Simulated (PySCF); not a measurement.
**How the method moves the HOMO and LUMO of `CB(C)CS`**

Species: C3H9BS.
Cartesian coordinates in Å at the PBE0-D3(BJ)/def2-SVP level; atoms count from 1:
```xyz
14
C3H9BS angstrom
C     -1.4966   -1.0177    0.1109
B     -0.3230    0.0189    0.2699
C     -0.5828    1.5548    0.4254
C      1.1546   -0.5511    0.2342
S      2.3798    0.5379    1.0165
H     -1.4054   -1.5077   -0.8765
H     -2.5047   -0.5839    0.1771
H     -1.4096   -1.8353    0.8468
H     -1.5613    1.8869    0.0481
H     -0.5855    1.7451    1.5184
H      0.2203    2.1891    0.0197
H      1.3710   -0.6353   -0.8504
H      1.2128   -1.5712    0.6449
H      3.4820   -0.1873    0.7260
```

Basis pcSseg-1 throughout (PySCF), one geometry. Isolated species at its PBE0-D3(BJ)/def2-SVP geometry (one conformer only).

Q: How do the orbital energies, the gap and the dipole change with the method?

A: 
```tsv
method	kind	HOMO (eV)	LUMO (eV)	gap (eV)	μ (D)	SCF cycles
BLYP	GGA	-5.21	-1.38	3.82	1.59	14
B97-D	GGA	-5.36	-1.35	4.01	1.64	14
PBE	GGA	-5.37	-1.55	3.82	1.66	14
OPBE	GGA	-5.38	-1.40	3.98	1.70	14
KT2	GGA	-5.45	-1.60	3.85	1.64	14
LDA	LDA	-5.46	-1.77	3.69	1.72	13
KT3	GGA	-5.46	-1.50	3.96	1.60	13
BP86	GGA	-5.48	-1.61	3.87	1.68	14
B3LYP	global hybrid	-6.39	-0.75	5.64	1.64	12
B97-2	global hybrid	-6.41	-0.54	5.87	1.70	12
PBE0	global hybrid	-6.65	-0.55	6.10	1.72	12
mPW1PW91	global hybrid	-6.68	-0.55	6.13	1.71	12
BHandHLYP	global hybrid	-7.77	0.56	8.34	1.70	12
CAM-B3LYP	range-separated hybrid	-8.00	0.61	8.61	1.67	12
wB97X-D	range-separated hybrid	-8.58	1.35	9.92	1.74	12
LC-wPBE	range-separated hybrid	-9.45	1.79	11.24	1.76	12
HF	Hartree–Fock	-9.57	3.21	12.78	1.78	10
```

The HOMO spans 4.36 eV, from BLYP down to HF, and the gap runs from 3.69 eV (LDA) to 12.78 eV (HF). Over the methods BLYP (0 %), B97-D (0 %), PBE (0 %), OPBE (0 %), KT2 (0 %), LDA (0 %), KT3 (0 %), BP86 (0 %), B3LYP (20 %), B97-2 (21 %), PBE0 (25 %), mPW1PW91 (25 %), BHandHLYP (50 %), HF (100 %), a straight line through the gap against the share of exact exchange rises by 0.89 eV for each 10 % (correlation coefficient 0.999). The dipole ranges from 1.59 D (BLYP) to 1.78 D (HF). This basis has no diffuse functions.
